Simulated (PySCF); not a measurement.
GeCl₂, SMILES [Cl][Ge][Cl] (connectivity only; charge and spin as stated), neutral, multiplicity 1. Geometry: PBE-D3(BJ)/def2-TZVP. The isomer is the one that the SMILES or the coordinates give; other isomers of the formula were not compared.

Calculation: PBE-D3(BJ)/def2-TZVP in PySCF.

Harmonic wavenumbers (cm⁻¹): 147, 370, 389. Rotational constants (GHz): 7.094, 2.475, 1.835; symmetry number 2.

Problem. Work out the zero-point energy and the ideal-gas rigid-rotor harmonic-oscillator thermochemistry at 298.15 K and 1 atm.

Solution. ZPE = ½ Σ hcν = ½ × 907 cm⁻¹ = 5.42 kJ/mol. H − E(el) = 18.77 kJ/mol. Entropy in J/(mol K): translation 170.69, rotation 105.96, vibration 20.05, total 296.70. G − E(el) = -69.69 kJ/mol. Cp = 53.89 J/(mol K). Modes under 150 cm⁻¹ make the vibrational entropy uncertain.
